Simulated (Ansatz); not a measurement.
Wavefunction ladder for `[CH3][GaH-]([CH3])[AsH3+]`

```xyz
14

C     1.926    0.672    0.133
Ga    0.486   -0.665    0.431
C    -0.213   -1.699   -1.116
As   -1.595    1.102    0.639
H     1.778    1.233   -0.793
H     2.884    0.151    0.049
H     2.012    1.380    0.960
H     0.281   -1.248    1.890
H     0.488   -2.506   -1.351
H    -1.180   -2.160   -0.903
H    -0.310   -1.080   -2.011
H    -2.454    1.165    1.881
H    -2.743    1.061   -0.344
H    -1.358    2.592    0.537
```

The species carries charge 0 and has multiplicity 1. Correlated methods include outer-core shells of As, Ga, which these sets cover unevenly. Scalar relativity is left out up to krypton. Geometry: relaxed with PBE0-D4/def2-TZVP. Frozen core, restricted reference, Ansatz 0.2.0.

| basis | HF (Eh) | MP2 corr. |
| --- | --- | --- |
| def2-SVP | -4238.39916 | -0.77438 |
| def2-TZVPP | -4239.01659 | -0.89930 |
| def2-QZVPP | -4239.10603 | -1.45260 |

(1) Estimate the CCSD correlation energy and the (T) correction in each basis where they were run (hartree).

Answers

(1) 
```csv
basis,CCSD corr.,(T)
def2-SVP,-0.81988,-0.02382
```
